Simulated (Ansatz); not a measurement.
```yaml
crystal:
  periodic: [false, false, false]
  atoms:
    - {symbol: Li, position_ang: [-0.217346, -2.121801, 0.352783]}
    - {symbol: Li, position_ang: [1.946374, 0.827852, -0.446326]}
    - {symbol: Li, position_ang: [-1.729116, 1.294005, 0.092903]}
    - {symbol: S, position_ang: [0.000088, -0.000056, 0.000650]}
basis:
  gaussian: {orbitals: def2-mTZVP}
magnetization: {spin_polarized: true, initial_magnetization: 1}
hamiltonian: {xc: {name: B3LYP5}}
scf: {omitted_lower_state_checks: [starts]}
output: {forces: true}
```

```sh
$ ansatz run in.yaml --threads 2 --pin off --events-out ev --progress --plain --max-ram 4352MiB
```

It prints (some lines left out):

```
Functional definition: B3LYP5
498 factors; integrals over basis functions are off by at most 1.0e-4 eV
mean field evaluation 1: about -11445.4103 eV, gradient 2.5e1 eV
mean field evaluation 2: about -11415.0328 eV, gradient 5.9e1 eV
mean field evaluation 4: about -11449.9473 eV, gradient 5.9e-1 eV
mean field evaluation 8: about -11450.0408 eV, gradient 1.4e-2 eV
mean field evaluation 16: about -11450.0408 eV, gradient 6.8e-5 eV
mean field -11450.04082123 eV, -420.7812390637 hartree, gradient 8.4e-6 eV, S^2 0.750724; 0 other end points of the search recorded, 0 dependent functions left out
reference -11450.04102525 eV, -420.7812465613 hartree; 13, 12 occupied and 33, 34 virtual orbitals, 498 factors
Total energy: -11450.04102525 eV, -420.7812465613 hartree
Atom 0 at    -0.217346    -2.121801     0.352783 Å, force    -0.003128    -0.030400     0.004957 eV/Å
Atom 1 at     1.946374     0.827852    -0.446326 Å, force     0.027816     0.011828    -0.006478 eV/Å
Atom 2 at    -1.729116     1.294005     0.092903 Å, force    -0.024740     0.018493     0.001233 eV/Å
Atom 3 at     0.000088    -0.000056     0.000650 Å, force     0.000052     0.000079     0.000288 eV/Å
Dipole moment:    -0.000150    -0.000428    -0.000655 e Å
Checks for a lower state left out: starts
```

It took 1.8 s on 2 threads of Arm Neoverse V1 on a shared host.
